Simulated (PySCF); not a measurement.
PySCF 2.14 output of an unrestricted LC-wPBE calculation on a single atom or ion in cc-pVDZ-X2C (8s7p5d3f1g, 84 functions), with the spin-free X2C one-electron Hamiltonian (Gaussian nucleus):

```
SCF conv_tol = 1e-09
number electrons alpha = 30  beta = 27
    O. A. Vydrov and G. E. Scuseria.,  J. Chem. Phys. 125, 234109 (2006)
cycle= 1 E= -8491.93251229428  delta_E= -0.00897  |g|= 0.0225  |ddm|= 0.344
cycle= 2 E= -8491.93358567633  delta_E= -0.00107  |g|= 0.0111  |ddm|= 0.125
cycle= 3 E= -8491.93408131327  delta_E= -0.000496  |g|= 0.00768  |ddm|= 0.0689
cycle= 4 E= -8491.93457452472  delta_E= -0.000493  |g|= 0.006  |ddm|= 0.0735
cycle= 5 E= -8491.93516383588  delta_E= -0.000589  |g|= 0.00477  |ddm|= 0.0937
cycle= 6 E= -8491.93577519224  delta_E= -0.000611  |g|= 0.00463  |ddm|= 0.114
cycle= 7 E= -8491.93562612582  delta_E= 0.000149  |g|= 0.00431  |ddm|= 0.0307
cycle= 8 E= -8491.93544688165  delta_E= 0.000179  |g|= 0.00302  |ddm|= 0.0509
cycle= 9 E= -8491.93538447202  delta_E= 6.24e-05  |g|= 0.00285  |ddm|= 0.0837
cycle= 10 E= -8491.93538753205  delta_E= -3.06e-06  |g|= 0.000308  |ddm|= 0.0304
cycle= 11 E= -8491.93538719637  delta_E= 3.36e-07  |g|= 0.000695  |ddm|= 0.00933
cycle= 12 E= -8491.93538734938  delta_E= -1.53e-07  |g|= 0.00012  |ddm|= 0.00128
cycle= 13 E= -8491.93538735676  delta_E= -7.38e-09  |g|= 9.82e-06  |ddm|= 0.000365
cycle= 14 E= -8491.93538735689  delta_E= -1.35e-10  |g|= 7.23e-06  |ddm|= 0.000171
converged SCF energy = -8491.93538735689  <S^2> = 3.7527664  2S+1 = 4.001383
```

The run itself started from symmetry-adapted Hartree-Fock orbitals and held the occupation by maximum overlap, on a logarithmic radial grid, so the iterations belong to that start.

Task: Which element, charge and spin multiplicity is this?

Result: La (lanthanum, neutral), multiplicity 4; the state was [Xe] 5d1 6s1 6p1, one real determinant (an excited configuration).

⟨L²⟩ = 8.64 against 12 for a pure F term, so this real determinant mixes terms. Spin-orbit coupling, absent here, splits the open shell strongly.
